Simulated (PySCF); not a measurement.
Compound: C5H3NO.
Structure used (CAM-B3LYP/6-31G*), in Å, numbered top down from 1:
```
atom  x, y, z in Å
N1     3.0822   -0.4511   -0.2989
C2     1.9512   -0.2370   -0.1860
C3     0.5583    0.0190   -0.0493
C4    -0.5271   -0.9065   -0.2339
C5    -1.6526   -0.1983    0.0045
O6    -1.3497    1.0894    0.3221
C7    -0.0123    1.2102    0.2863
H8    -0.4497   -1.9478   -0.5064
H9    -2.7024   -0.4437   -0.0069
H10    0.3974    2.1809    0.5162
```

Method: PySCF, CAM-B3LYP/6-31G* geometry optimisation, gas phase.

Take the most abundant isotopes and a rigid rotor. 

(1) What are A, B and C (MHz)?

(2) Classify the top.

(3) What does the inertial defect say?

(4) Where do the levels up to J = 3 lie, in MHz?

(5) Which lines would a microwave search look for?

(6) Estimate the classical rotational partition function at 50 K, 298.15 K and 500 K.

Answers

(1) Ia = 53.89, Ib = 259.80, Ic = 313.69 u·Å²; 505379 MHz·u·Å²/I gives A = 9379, B = 1945, C = 1611 MHz.

(2) A near-prolate asymmetric top: κ = (2 × 1945 − 9379 − 1611)/(9379 − 1611) = -0.91.

(3) Planar: Δ = Ic − Ia − Ib = 0.00 u·Å². For a rigid frame Δ = −2 Σ m c², so it vanishes when all atoms lie in the ab plane; here none is more than 0.01 Å from it.

(4) Above 0(0,0):
J = 1: 1(0,1) 3556, 1(1,1) 10990, 1(1,0) 11324
J = 2: 2(0,2) 10658, 2(1,2) 17768, 2(1,1) 18771, 2(2,1) 41071, 2(2,0) 41082
J = 3: 3(0,3) 21283, 3(1,3) 27929, 3(1,2) 29934, 3(2,2) 51739, 3(2,1) 51794, 3(3,1) 89748, 3(3,0) 89749
Those of J = 1 are B + C, A + C and A + B.

(5) The dipole components are |μa| = 3.90 D, |μb| = 0.35 D, |μc| = 0.00 D; the mirror of this Cs structure is the ab plane, so μc vanishes by symmetry and there are no c-type lines. The squared components, which scale the intensities, stand as 1.00 : 0.01 (a : b). Some lines, for components of 0.1 D or more:

| type | branch | J(Ka,Kc) | MHz | lower level (cm⁻¹) |
| --- | --- | --- | --- | --- |
| a | Q | 1(1,0) ← 1(1,1) | 334 | 0.367 |
| a | Q | 2(1,1) ← 2(1,2) | 1002 | 0.593 |
| a | R | 1(0,1) ← 0(0,0) | 3556 | 0.000 |
| a | R | 2(1,2) ← 1(1,1) | 6778 | 0.367 |
| a | R | 2(0,2) ← 1(0,1) | 7102 | 0.119 |
| a | R | 2(1,1) ← 1(1,0) | 7447 | 0.378 |
| b | Q | 1(1,0) ← 1(0,1) | 7767 | 0.119 |
| b | Q | 2(1,1) ← 2(0,2) | 8113 | 0.356 |
| b | R | 1(1,1) ← 0(0,0) | 10990 | 0.000 |
| b | R | 2(1,2) ← 1(0,1) | 14212 | 0.119 |
| b | Q | 2(2,0) ← 2(1,1) | 22311 | 0.626 |
| b | Q | 2(2,1) ← 2(1,2) | 23302 | 0.593 |
| b | R | 2(2,1) ← 1(1,0) | 29747 | 0.378 |
| b | R | 2(2,0) ← 1(1,1) | 30092 | 0.367 |

(6) Point group Cs, symmetry number σ = 1; q = (√π/σ)·√((kT/h)³/(ABC)), k/h = 20836.6 MHz/K: 11000 at 50 K, 160000 at 298.15 K, 348000 at 500 K.

Whether it is a minimum is left open (no frequencies). These are rigid-rotor constants of the computed structure; measured ground-state constants (B0) also hold zero-point vibration. Quadrupole hyperfine structure (14N) is left out.
